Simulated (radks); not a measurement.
Task: These are the eigenvalues of the occupied orbitals of an atom or ion with whole-number occupations (hartree). Method: Dirac Kohn-Sham, LB94 model potential, spin-unpolarised, spherical densities, finite nucleus; Fermi nuclear charge, rms radius of each element as measured or else 0.836 A^(1/3) + 0.57 fm; computed with a radial shooting solver on a logarithmic mesh with Libxc functionals.

orbital  eigenvalue
1s1/2     -1127.780
2s1/2     -218.4701
2p1/2     -208.3739
2p3/2     -199.7008
3s1/2     -78.92831
3p1/2     -75.14927
3p3/2     -73.17491
3d3/2     -67.38857

Which element is it, and in what charge state? The configuration may be excited. Open shells, if any, fill j = l - 1/2 first.

Result: Z = 50, tin, charge +31: Sn31+ in [Ar] 3d1. The list shows which subshells hold electrons but not how many an open one holds; the 1s level, -1127.8 hartree, gives Z - s = 47.5 by -(Z - s)^2/2, which with screening and relativity narrows Z to a few neighbours, and the depths of the outer levels then fix element, charge and occupations together.
